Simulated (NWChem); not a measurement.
# C2H5NOSi; SMILES O[Si@@H]1C=NC1

```xyz
10

O      0.0352    -2.0243     0.3773
Si     0.0230    -0.5488    -0.3943
C      1.0966     0.9284     0.0794
N      0.1129     1.7577     0.2101
C     -1.1224     0.9097     0.0819
H      0.0397    -2.0081     1.3450
H      0.0546    -0.9131    -1.8344
H      2.1288     1.2758     0.1604
H     -1.8201     1.3251    -0.6537
H     -1.6411     0.8657     1.0458
```
Atoms are numbered in this order, from 1.

Computed with NWChem. Medium grid unless said otherwise, to which SCAN and Minnesota functionals are sensitive. All runs use the structure optimised with B3LYP/6-31G* (spherical d). Total energies of different functionals are on different scales.

```
level                                 energy (Ha)  highest occupied level (eV)  orbital gap (eV)  dipole (D)
------------------------------------  -----------  ---------------------------  ----------------  ----------
PBE/def2-SVP                            -498.0303                        -5.34              3.43        1.59
B3LYP/def2-SVP                          -498.4436                        -6.52              5.49        1.60
Hartree-Fock/def2-SVP                   -496.6235                       -10.32             13.49        1.68
r2SCAN/def2-SVP                         -498.2822                        -5.66              3.88        1.63
PBE0/def2-SVP                           -498.0675                        -6.80              5.95        1.60
LDA (Slater exchange, VWN5)/def2-SVP    -495.5649                        -5.43              3.31        1.61
```
